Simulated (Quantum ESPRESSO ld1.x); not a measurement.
Excited configurations of Ho: one electron is placed in a higher orbital outside [Xe] 4f11 6s1. The ground configuration is [Xe] 4f11 6s2. Method: scalar-relativistic Kohn-Sham, LDA (Slater exchange, Perdew-Wang correlation), spin-polarised, spherical densities, point nucleus; open shells are filled with parallel spins first; computed with ld1.x of Quantum ESPRESSO 7.5. Excitation = E - E(ground); binding = E(ion) - E, where the ion is the core of charge +1; n* = 1/sqrt(2 binding) in atomic units, and the quantum defect is n - n*.

outer orbital  excitation (eV)  binding (eV)     n*  quantum defect  eigenvalue (eV)  <r> (bohr)
5d                       2.253         4.027  1.838           3.162           -1.186       3.694
5f                       5.326         0.954  3.776           1.224           -0.456       16.38
6p                       2.343         3.937  1.859           4.141           -2.086       5.354
6d                       4.736         1.545  2.968           3.032           -0.776       11.13
6f                       5.617         0.664  4.527           1.473           -0.384       27.83
7s                       3.965         2.316  2.424           4.576           -1.411       9.536
7d                       5.332         0.949  3.787           3.213           -0.561       20.87
7f                       5.799         0.481  5.316           1.684           -0.302       41.89

Estimate the row for 7p.

Answer. excitation (eV) 4.607; binding (eV) 1.673; n* 2.851; quantum defect 4.149; eigenvalue (eV) -1.001; <r> (bohr) 12.42. The Delta-SCF ionisation energy is 6.281 eV (NIST Atomic Spectra Database: 6.022 eV, measured). Self-interaction in the functional shifts the binding energies and quantum defects, so they are the method's values and not measured ones. Open shells are spherical and high-spin; term and fine-structure splittings are not resolved. Spin-orbit splitting is averaged out at the scalar-relativistic level.
